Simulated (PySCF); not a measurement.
## Finite-field polarisability of B (boron, neutral)

[He] 2s2 2p1, 2P determinant. All numbers are calculated (PySCF 2.14, the non-relativistic Hamiltonian (point nucleus), in aug-cc-pVTZ (5s4p3d2f, 46 functions)). Frozen: 1s2. Energy changes in a uniform field (μhartree):

```
axis  F (au)        HF       MP2      CCSD   CCSD(T)
   x  0.0031   -98.298   -82.819   -88.848   -89.351
   x  0.0062  -393.237  -332.154  -355.602  -357.594
   y  0.0028  -100.141   -97.283   -96.346   -96.575
   y  0.0056  -401.329  -389.973  -386.343  -387.273
```

By symmetry the remaining axis equals x.

(1) Derive α along x at CCSD(T) from the two fields.

(2) And the mean polarisability at each level?

## Answers

(1) With ΔE = −αF²/2 − γF⁴/24, α = −(16 ΔE(F) − ΔE(2F))/(6F²) = 18.59 bohr³.

(2) The components xx, yy, zz at CCSD(T) are 18.59, 24.62, 18.59, the third axis being equal by symmetry to one of the two computed. Means: HF 22.15, MP2 19.75, CCSD 20.51, CCSD(T) 20.60 bohr³. Reference: 20.5 ± 0.1 bohr³ (recommended; Schwerdtfeger and Nagle, table of static dipole polarizabilities (2023 update)).
